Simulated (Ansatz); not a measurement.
All values below come from PBE-D3(BJ)/def2-TZVP in Ansatz (an electronic-structure program). No frequencies were computed at this level.

Ansatz 0.2 input:
```yaml
crystal:
  periodic: [false, false, false]
  atoms:
    - { symbol: F, position_ang: [-0.098206, -0.024491, 1.651042] }
    - { symbol: Si, position_ang: [-0.003838, -0.000957, 0.064519] }
    - { symbol: Br, position_ang: [-0.167907, 2.090237, -0.552985] }
    - { symbol: Br, position_ang: [-1.664741, -1.205966, -0.690913] }
    - { symbol: Br, position_ang: [1.934691, -0.858823, -0.471665] }
basis:
  gaussian: { orbitals: def2-tzvp }
hamiltonian:
  xc: pbe
  dispersion: d3bj
relax:
  max_steps: 150
```

Output:

```
Functional definition: PBE
1536 factors; their error is unknown
mean field evaluation 1: about -220700.7259 eV, gradient 3.9e1 eV
mean field evaluation 2: about -220691.9754 eV, gradient 8.6e1 eV
mean field evaluation 4: about -220702.7263 eV, gradient 2.5e0 eV
mean field evaluation 8: about -220702.6660 eV, gradient 1.4e-1 eV
mean field evaluation 16: about -220702.6660 eV, gradient 1.1e-5 eV
mean field -220702.66599443 eV, -8110.6733776555 hartree, gradient 1.1e-5 eV, S^2 0.000000; 0 other end points of the search recorded, 0 dependent functions left out
reference -220702.66603025 eV, -8110.6733789717 hartree; 64, 64 occupied and 148, 148 virtual orbitals, 1536 factors
relax step   1: F+E_penalty+E_count = -220702.87353463 eV  Δ(F+E_penalty+E_count) = +0.000e0 eV  max|allowed force component| = 4.255e-1 eV/Å  Δτ_max = 0.0000 Å  (29 SCF iters, accepted)
these checks for a lower state are left out or cut short: starts, cluster_reference, orbital_swaps, neighbouring_geometries, increment
1536 factors; their error is unknown
mean field -220702.67919871 eV, -8110.6738629038 hartree, gradient 1.0e-5 eV, S^2 0.000000; 0 other end points of the search recorded, 0 dependent functions left out
reference -220702.67923459 eV, -8110.6738642220 hartree; 64, 64 occupied and 148, 148 virtual orbitals, 1536 factors
relax step   2: F+E_penalty+E_count = -220702.88600887 eV  Δ(F+E_penalty+E_count) = -1.247e-2 eV  max|allowed force component| = 1.680e-1 eV/Å  Δτ_max = 0.0294 Å  (29 SCF iters, accepted)
these checks for a lower state are left out or cut short: starts, cluster_reference, orbital_swaps, neighbouring_geometries, increment
1536 factors; their error is unknown
mean field evaluation 32: about -220702.6797 eV, gradient 1.0e-5 eV
mean field -220702.67968666 eV, -8110.6738808353 hartree, gradient 1.0e-5 eV, S^2 0.000000; 0 other end points of the search recorded, 0 dependent functions left out
reference -220702.67972253 eV, -8110.6738821537 hartree; 64, 64 occupied and 148, 148 virtual orbitals, 1536 factors
relax step   3: F+E_penalty+E_count = -220702.88637215 eV  Δ(F+E_penalty+E_count) = -3.633e-4 eV  max|allowed force component| = 8.058e-2 eV/Å  Δτ_max = 0.0031 Å  (31 SCF iters, accepted)
these checks for a lower state are left out or cut short: starts, cluster_reference, orbital_swaps, neighbouring_geometries, increment
1536 factors; their error is unknown
mean field -220702.67979572 eV, -8110.6738848434 hartree, gradient 8.2e-6 eV, S^2 0.000000; 0 other end points of the search recorded, 0 dependent functions left out
reference -220702.67983159 eV, -8110.6738861616 hartree; 64, 64 occupied and 148, 148 virtual orbitals, 1536 factors
relax step   4: F+E_penalty+E_count = -220702.88646285 eV  Δ(F+E_penalty+E_count) = -9.070e-5 eV  max|allowed force component| = 4.887e-3 eV/Å  Δτ_max = 0.0011 Å  (24 SCF iters, accepted)
1536 factors; their error is unknown
mean field -220702.67979572 eV, -8110.6738848434 hartree, gradient 8.2e-6 eV, S^2 0.000000; 1 other end points of the search recorded, 0 dependent functions left out
reference -220702.67983159 eV, -8110.6738861616 hartree; 64, 64 occupied and 148, 148 virtual orbitals, 1536 factors
Total energy: -220702.88649872 eV, -8110.6814810383 hartree
Atom 0 at    -0.100198    -0.025016     1.684572 Å, force    -0.000185     0.000155     0.002795 eV/Å
Atom 1 at    -0.005264    -0.001283     0.088446 Å, force     0.000307    -0.000093    -0.004887 eV/Å
Atom 2 at    -0.167086     2.093806    -0.572122 Å, force     0.000050    -0.001017     0.000795 eV/Å
Atom 3 at    -1.666232    -1.207594    -0.710243 Å, force     0.000586     0.000543     0.000689 eV/Å
Atom 4 at     1.938779    -0.859913    -0.490656 Å, force    -0.000757     0.000413     0.000607 eV/Å
Dipole moment:     0.008344     0.002125    -0.140354 e Å
```

Cost: very roughly 40 core-seconds.
